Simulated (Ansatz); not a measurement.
Program: Ansatz. Geometries: PBE0-D4/def2-TZVP. ΔE: electronic, gas phase. CCSD(T)/CBS adds triple-zeta CCSD(T) − MP2 to the extrapolated MP2 energy (def2 sets, frozen cores). This one scheme is used for every species. Functionals use def2-TZVPP. B3LYP here is the variant with VWN-RPA as its local correlation; programs differ in this. For Zn outer-core shells are correlated without core-valence functions, which leaves a few kJ/mol of doubt a bond. Scalar relativity is left out up to krypton. Each species was taken in one conformer, which may not be the lowest.

Consider the substitution at a C–C bond: `[CH3][Zn][CH2]C=O` + HCl → `[CH3][Zn][CH2]Cl` + `C=O`.

| level | ΔE (kcal/mol) | difference from CCSD(T)/CBS |
| --- | --- | --- |
| PBE-D4 | 21.2 | 1.5 |
| r2SCAN-D4 | 22.1 | 2.4 |
| PBE0-D4 | 21.5 | 1.8 |
| ωB97M-V | 20.0 | 0.3 |
| B2PLYP | 20.2 | 0.5 |
| PBE | 21.0 | 1.3 |
| r2SCAN | 22.0 | 2.3 |
| PBE0 | 21.3 | 1.6 |
| B3LYP | 19.9 | 0.2 |
| MP2/def2-TZVPP | 21.4 | 1.7 |
| CCSD/def2-TZVPP | 20.2 | 0.5 |
| CCSD(T)/def2-TZVPP | 20.4 | 0.7 |
| HF/def2-QZVPP | 18.8 | -0.9 |
| MP2/def2-QZVPP | 21.0 | 1.3 |
| SCS-MP2/def2-QZVPP | 19.4 | -0.3 |
| HF/CBS(def2) | 18.8 | -0.9 |
| CCSD(T)/CBS | 19.7 | 0 |

Largest T1 diagnostic among the species: 0.015.

In def2-TZVPP, CCSD(T) changes the Hartree–Fock value by +1.5 kcal/mol (the triples alone add +0.2 kcal/mol) and MP2 by +2.5 kcal/mol.
